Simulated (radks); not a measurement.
Task: All-electron calculation, Dirac Kohn-Sham, PBE, spin-unpolarised, spherical densities, point nucleus; open shells fill j = l - 1/2 first. Program: a radial shooting solver on a logarithmic mesh with Libxc functionals. Each species is in its NIST ground configuration. Rank Rh3+, Tc3+, Cd3+, Zr3+, Ru3+, Nb3+, Mo3+, Ag3+, Pd3+ by radius at which the density is 0.001 e/bohr^3 (bohr), largest first.

Result: Nb3+ 3.29, Mo3+ 3.29, Tc3+ 3.26, Zr3+ 3.24, Ru3+ 3.22, Rh3+ 3.18, Pd3+ 3.13, Ag3+ 3.08, Cd3+ 3.03.
